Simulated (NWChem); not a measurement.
Species: CH4BeO; SMILES [CH3][Be][OH]

```xyz
7

Be    -0.0036     0.1367     0.0143
C     -0.0010    -1.5389     0.0023
H      0.0803    -1.9634     1.0181
H      0.8439    -1.9454    -0.5804
H     -0.9230    -1.9521    -0.4425
O     -0.0114     1.5385     0.0551
H      0.0683     2.4090    -0.3160
```
Atoms are numbered in this order, from 1.

Coordinates come from a PBE0/def2-SVP optimisation.

 Unshifted, non-relativistic core excitations; the lowest 4 roots alone, so stronger bands may lie above.

**Question.** List the first C K-edge excitations from PBE0/cc-pVTZ, restricted-window TDA (NWChem).

**Answer.** 
| state | energy (eV) | dipole oscillator strength | leading excitation (squared amplitude) |
|---|---|---|---|
| S1 | 275.9 | 0.0017 | 1s of atom 2 or its equivalents → LUMO (0.97) |
| S2 | 276.6 | 0.0003 | 1s of atom 2 or its equivalents → LUMO+1 (0.97) |
| S3 | 276.8 | 0.0003 | 1s of atom 2 or its equivalents → LUMO+2 (0.96) |
| S4 | 277.5 | 0.0052 | 1s of atom 2 or its equivalents → LUMO+3 (0.92) |
